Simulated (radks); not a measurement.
Task: All-electron atom: Tl in [Xe] 4f14 5d9.5 6s2 6p1.5 (fractional occupations, a model configuration). All-electron calculation, scalar-relativistic Kohn-Sham, LDA (Slater exchange, Perdew-Wang correlation), spin-polarised, spherical densities, point nucleus; open shells are filled with parallel spins first (spin-orbit coupling, left out, can overturn this in heavy ions). Program: a radial shooting solver on a logarithmic mesh with Libxc functionals. Some entries of the table are withheld. Estimate them.

orbital,occ.,eigenvalue (Ry),<1/r> (bohr^-1),<r^2> (bohr^2)
1s up,1,-6289.551,99.46,0.0003690
1s down,1,-6289.550,99.46,0.0003690
2s up,1,-1120.107,23.34,0.005608
2s down,1,-1120.104,23.34,0.005608
2p up,3,-963.6443,20.59,0.004757
2p down,3,-963.6409,20.59,0.004757
3s up,1,-267.4894,8.648,0.03611
3s down,1,-267.4872,8.648,0.03611
3p up,3,-222.4721,7.846,0.03731
3p down,3,-222.4697,7.846,0.03731
3d up,5,-175.7982,7.373,0.03089
3d down,5,-175.7951,7.373,0.03089
4s up,1,-59.80577,3.721,0.1733
4s down,1,-59.80151,3.721,0.1733
4p up,3,-45.04789,3.348,0.1985
4p down,3,-45.04353,3.348,0.1984
4d up,5,-27.75953,3.008,0.2236
4d down,5,-27.75448,3.008,0.2235
5s up,1,-9.85416,1.557,0.8588
5s down,1,-9.83272,1.557,0.8581
4f up,7,-8.61379,2.605,0.2629
4f down,7,-8.60749,2.606,0.2627
5p up,3,-5.80179,(1),1.140
5p down,3,-5.77691,(2),1.138
5d up,5,-1.31722,0.9598,(3)
5d down,4.5,-1.28433,0.9630,(4)
6s up,1,-0.82255,0.5286,6.641
6s down,1,-0.76770,0.5321,6.588
6p up,1.5,-0.25255,0.3595,14.42
6p down,0,-0.19522,0.3527,15.53

Result: 
(1) 5p up <1/r> (bohr^-1): 1.328
(2) 5p down <1/r> (bohr^-1): 1.329
(3) 5d up <r^2> (bohr^2): 2.213
(4) 5d down <r^2> (bohr^2): 2.192
